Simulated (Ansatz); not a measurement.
H2Se (SMILES [SeH2]), charge 0, multiplicity 1, relaxed at each level with Ansatz (a program for electronic structure); harmonic frequencies from differences of analytic forces, average atomic masses, frozen cores.

```
level               harmonic frequencies (cm⁻¹)  ZPE (eV)  cost over HF/def2-TZVPP (rough)
------------------  ---------------------------  --------  -------------------------------
HF/def2-TZVPP                    1161 2579 2584     0.392                               ×1
PBE/def2-TZVPP                   1022 2364 2378     0.357                                -
r2SCAN/def2-TZVPP                1061 2441 2453     0.369                               ×1
wB97X-V/def2-TZVPP               1080 2499 2509     0.377                               ×2
MP2/cc-pVTZ                      1068 2512 2527     0.379                               ×2
CCSD(T)/cc-pVQZ                  1055 2446 2458     0.369                              ×40
```

Measured: fundamentals as far as tabulated 2345, 1034, 2358 cm⁻¹ [NIST CCCBDB]. Measured modes stand in the spectroscopists' order.
